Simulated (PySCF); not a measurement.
```xyz
3
charge 0 multiplicity 3, angstrom
Zr    0.0000    0.0000    0.0000
Cl    0.0000    0.0000    2.3611
Cl    0.0000    0.0000   -2.3611
```

Level of theory: PySCF, UPBE0, basis Zr def2-TZVP with ECP28, Cl def2-TZVP (scalar-relativistic core potentials, no spin–orbit coupling, density fitting).

This geometry of ZrCl2 is a stationary point at this level.

Q: What is the point group?

A: D∞h.

Q: Is it a minimum?

A: No: it has 2 imaginary modes (one degenerate set), at 44i cm⁻¹ (πu).

Q: List the harmonic modes with their infrared intensities.

A: 
```
symmetry  ω (cm⁻¹)  IR (km/mol, summed over degenerate members)     type
      πu       44i                                            –     bend
     σg+       347                                          0.0  stretch
     σu+       406                                          182  stretch
```

Q: What are the dipole moment and the gap between the highest occupied and lowest empty levels of either spin?

A: 0.00 D and 2.91 eV.

In D∞h the vibrations span πu + σg+ + σu+. The σg+ mode carries no infrared intensity, as symmetry demands. With a centre of inversion only u modes can be infrared active and only g modes Raman active.

Other isomers or separated fragments may lie lower. Open d and f shells are described by one determinant, and the ground state may have another occupation or spin. At this level a triplet minimum of C2v symmetry lies 3 kJ/mol below this structure.
